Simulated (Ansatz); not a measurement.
`BC[SiH2]O` + `CCN[SiH3]` → `BCN[SiH3]` + `CC[SiH2]O`  (redistribution)

Gas-phase electronic energies from Ansatz, PBE0-D4/def2-TZVP geometries. CCSD(T)/CBS adds triple-zeta CCSD(T) − MP2 to the extrapolated MP2 energy (def2 sets, frozen cores). DFT in def2-TZVPP. B3LYP here is the variant with VWN-RPA as its local correlation; programs differ in this. HSE06 is defined as in plane-wave codes. Each species was taken in one conformer, which may not be the lowest.

```csv
level,ΔE (kcal/mol),difference from CCSD(T)/CBS
LDA (SPW92),7.9,-0.9
PBE-D4,8.1,-0.7
revPBE-D4,8.2,-0.6
BLYP-D4,7.8,-1.0
r2SCAN-D4,8.8,0.0
B3LYP-D4,8.0,-0.8
r2SCANh-D4,8.8,0.0
r2SCAN0-D4,8.8,0.0
BHLYP-D4,8.2,-0.6
ωB97X-V,8.0,-0.8
ωB97M-V,8.2,-0.6
B2PLYP,8.6,-0.2
PBE-QIDH,8.9,0.1
PBE,8.2,-0.6
revPBE,8.2,-0.6
BLYP,7.9,-0.9
r2SCAN,8.8,0.0
PBE0,8.3,-0.5
B3LYP,8.0,-0.8
r2SCANh,8.8,0.0
r2SCAN0,8.8,0.0
HSE06,8.4,-0.4
BHLYP,8.2,-0.6
CAM-B3LYP,7.9,-0.9
LC-ωPBE,8.0,-0.8
RPA@PBE/def2-TZVPP,9.2,0.4
HF/def2-SVP,8.0,-0.8
MP2/def2-SVP,9.6,0.8
CCSD/def2-SVP,9.1,0.3
CCSD(T)/def2-SVP,9.3,0.5
HF/def2-TZVPP,8.3,-0.5
MP2/def2-TZVPP,9.4,0.6
SCS-MP2/def2-TZVPP,9.1,0.3
CCSD/def2-TZVPP,8.8,0.0
CCSD(T)/def2-TZVPP,9.1,0.3
HF/def2-QZVPP,8.3,-0.5
MP2/def2-QZVPP,9.3,0.5
SCS-MP2/def2-QZVPP,9.0,0.2
HF/CBS(def2),8.3,-0.5
CCSD/CBS(def2),8.6,-0.2
CCSD(T)/CBS,8.8,0
```

Largest T1 diagnostic among the species: 0.011.

In def2-TZVPP, CCSD(T) changes the Hartree–Fock value by +0.8 kcal/mol (the triples alone add +0.2 kcal/mol) and MP2 by +1.1 kcal/mol. Leaving LDA and LC-ωPBE aside and taking each functional with its dispersion term where it has one, the values spread over 1.1 kcal/mol, from BLYP-D4 to PBE-QIDH.
